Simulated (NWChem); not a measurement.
**Ionisation of F2O2W**

SMILES: [O]=[W](=[O])([F])[F]
```xyz
5

W      0.0000     0.0000     0.0150
O      0.0000    -1.3613     1.0397
O      0.0000     1.3613     1.0397
F      1.5759     0.0000    -0.9858
F     -1.5759     0.0000    -0.9858
```
Charge 0, spin multiplicity 1.

The numbers come from NWChem runs, not from measurements. Structure: optimised with B3LYP/def2-SVP with def2 effective core potentials on W, a minimum by its harmonic frequencies.

Basis set: def2-TZVP. The species with one electron less has spin multiplicity 2 and keeps the geometry of the parent. Δ marks differences of total energies (open shells unrestricted). −ε marks an orbital energy of the parent. That orbital need not have the symmetry of the hole or added electron in the Δ rows.

Effective core potentials replace the inner electrons of W; spin-orbit coupling is left out. B3LYP has NWChem's definition, with VWN1-RPA local correlation. The structure started from a generated list of species. No SCF solution was tested for a lower state.

Q: For the first vertical ionisation energy, G0W0@PBE0 gives 11.71 eV and −ε(HOMO) of HF gives 13.92 eV. What do −ε(HOMO) of B3LYP, −ε(HOMO) of BHandHLYP, ΔB3LYP give?

A: −ε(HOMO) of B3LYP: 9.58 eV; −ε(HOMO) of BHandHLYP: 11.44 eV; ΔB3LYP: 12.10 eV.
